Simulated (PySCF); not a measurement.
Molecule: `C=NCCS(C)(=O)=O`, C₄H₉NO₂S.

Bonds (- single, = double, # triple, : aromatic): C1=N2, N2-C3, C3-C4, C4-S5, S5-C6, S5=O7, S5=O8. C1 carries H9, H10; C3 carries H11, H12; C4 carries H13, H14; C6 carries H15, H16, H17. H10 is cis to C3; H9 is trans to C3.

Frames of a GFN2-xTB Langevin trajectory at 300 K; GIAO PBE0/pcSseg-1 shieldings in PySCF 2.14.0 with density-fitted response routines, gas phase, non-relativistic; equivalent atoms averaged within each frame.

δ = σ(ref) − σ, references computed at the same level: $^{13}$C (186.93 ppm) and $^{1}$H (31.72 ppm) against TMS; NH3 for $^{15}$N (267.73 ppm); $^{33}$S (503.73 ppm) against CS2; $^{17}$O (336.08 ppm) against H2O. The references are static minima.

How do the shifts (ppm) fluctuate along the trajectory?

Results:


```tsv
time (fs)	C1	C4	C3	C6	N2	S5	O7/O8	H10	H9	H11/H12
250	159.2	67.7	66.7	41.9	399.9	315	239.8	7.68	6.82	4.27
425	161.3	67.2	65.7	45.2	413.7	295	226.8	7.30	6.83	4.92
625	169.0	75.1	62.1	49.7	421.7	331	250.0	7.84	8.27	4.65
800	164.8	68.4	59.4	52.6	392.7	334	256.2	8.07	7.99	3.99
1000	160.7	64.6	57.8	45.9	401.7	291	224.0	7.80	7.99	3.36
mean of frames	163.0	68.6	62.3	47.0	405.9	313	239.3	7.74	7.58	4.24
standard deviation	3.9	3.9	3.8	4.2	11.6	20	14.1	0.28	0.70	0.61
```

5 frames give an uncertainty of the mean of about the standard deviation over 2.2 at best, since frames this close in time may not be independent; classical motion lacks zero-point vibration, and the reference would need the same averaging.
